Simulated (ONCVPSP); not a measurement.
## B: one change to an ONCV potential, before and after

ONCVPSP 4.0.1 input, shortened (lines: element, Z, core and valence counts, functional; n l f; lmax; l rc ep ncon nbas qcut; lloc lpopt rc5 dvloc0; l nproj debl; icmod fcfact rcfact), PBE, scalar-relativistic:

```
  B 5.00    1    2        4      upf
    1    0    2.00
    2    0    1.75
    2    1    1.25
    1
    0    1.10    0.00    3    7    7.00
    1    3.20    0.00    4    7    3.60
    4    5    0.95    1.00
    0    2    0.90
    1    2    0.40
    1    0.50    0.00
```

Change: s: rc 0.86; local potential polynomial inside 0.86 bohr (lpopt 5, dvloc0 1 Ha).

Cutoffs: the cutoffs (Ha) at which the residual kinetic energy of the hardest occupied pseudo-wave falls to 1 and 0.1 mHa per electron; they do not see the model core or the augmentation charge, which bear on the density cutoff. Errors are all-electron minus pseudo energies relative to the spin-unpolarised reference configuration.

Problem. Predict the effect on cutoff, ghosts and configuration errors.

Solution. The potential gets harder (13 Ha and 17 Ha → 110 Ha and 210 Ha); a bound ghost appears in p, s, which as a rule spoils a file; the errors of the 4 common tests hardly move. A smaller radius makes the pseudo-wave follow the all-electron one further in, where it bends more sharply, so more plane waves are needed.

```csv
quantity,base,changed
"cutoff, loose",13 Ha,110 Ha
"cutoff, tight",17 Ha,210 Ha
loose cutoff by channel,"s 13 Ha, p 5.0 Ha","s 110 Ha, p 5.0 Ha"
bound ghosts,none,"s, p"
GHOST(+) flags under 300 eV,none,none
"error for 2s2 2p1, meV [ΔE -1.46 eV]",-1.7,-1.6
"error for 2s2 2p0, meV [ΔE 6.76 eV]",+169,+169
"error for 2s1 2p0, meV [ΔE 32.18 eV]",+514,+509
"error for 2s0 2p3, meV [ΔE 10.26 eV]",-90,-99
p: phases at 3.24 bohr within 0.05 rad from the reference energy up to (Ha; the scan ends near 5),2.3,1.5
"rms error of d²Exc/dni dnj with the model core, mHa",1.29,1.19
```

 A true bound ghost makes a file unfit for plane-wave use even where its test errors are small: the radial tests pick states by their node count and pass the ghost by.
